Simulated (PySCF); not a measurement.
O₂Zr (SMILES [O]=[Zr]=[O]), singlet, at a GFN2-xTB geometry (such geometries of metal compounds can be far from the true shape) (core potentials on Zr).

Here is a job for PySCF.
```python
from pyscf import gto, scf, dft

mol = gto.M(
    atom='''
Zr   -0.14735518   -0.16294999   -0.21094306
O     1.44787434    0.60647650   -0.38052480
O    -0.71109845    0.20827346    1.43524010
''',
    basis='def2-svp',
    ecp={'Zr': 'def2-svp'},
    verbose=4,
)

mf = dft.RKS(mol)
mf.xc = 'b3lyp'
mf.kernel()
```

**Question.** Give the number of basis functions at the level PySCF with B3LYP/def2-SVP.

**Answer.** 59

**Question.** Predict the HOMO-LUMO gap from B3LYP/def2-SVP.

**Answer.** 3.15 eV

**Question.** What is the computed dipole moment (B3LYP/def2-SVP)?

**Answer.** 7.79 D
